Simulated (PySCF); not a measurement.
# [Yb(H2O)4]3+: from a saddle point downhill

PySCF 2.14.0, RKS B3LYP, Yb lcecp-1-SVP with ECP59, O def2-SVP, H def2-SVP; non-relativistic Hamiltonian with scalar-relativistic core potentials where named; density fitting; no spin-orbit coupling. Relaxed within the symmetry of its start, the geometry (D2d) is

```xyz
13

Yb    0.0000    0.0000    0.0000
O     1.2787    1.2952    1.2952
H     1.6491    1.0932    2.1890
H     1.6491    2.1890    1.0932
O    -1.2787   -1.2952    1.2952
H    -1.6491   -1.0932    2.1890
H    -1.6491   -2.1890    1.0932
O     1.2787   -1.2952   -1.2952
H     1.6491   -2.1890   -1.0932
H     1.6491   -1.0932   -2.1890
O    -1.2787    1.2952   -1.2952
H    -1.6491    2.1890   -1.0932
H    -1.6491    1.0932   -2.1890
```

and its lowest harmonic modes are -152, -47, -47, -9, 54, 62 cm⁻¹ (negative: unstable). It was moved along the lowest mode and relaxed again, within the group S4 that the move left.

Question: Where does it end, and how much lower?

Answer: In S4, 0.053 eV lower, after 15 steps:
```xyz
13

Yb    0.0000    0.0000    0.0000
O     1.3258    1.3036    1.2352
H     2.1368    1.0497    1.7399
H     1.2458    2.2746    1.4021
O    -1.3258   -1.2352    1.3036
H    -1.2458   -1.4021    2.2746
H    -2.1368   -1.7399    1.0497
O     1.3258   -1.3036   -1.2352
H     1.2458   -2.2746   -1.4021
H     2.1368   -1.0497   -1.7399
O    -1.3258    1.2352   -1.3036
H    -2.1368    1.7399   -1.0497
H    -1.2458    1.4021   -2.2746
```

Question: How do the contacts change?

Answer: 
| contact | saddle (Å) | end (Å) |
| --- | --- | --- |
| Yb1–O2 (H2O) | 2.234 | 2.232 |
| Yb1–O5 (H2O) | 2.234 | 2.232 |
| Yb1–O8 (H2O) | 2.234 | 2.232 |
| Yb1–O11 (H2O) | 2.234 | 2.232 |


Question: Is the end a minimum?

Answer: Yes; lowest modes 38, 38, 51, 65, 70, 98 cm⁻¹.

An lcecp potential fixes the number of 4f electrons, so in runs with it no electron can move into or out of that shell.

State: singlet in the valence, with the 4f electrons in the core potential.
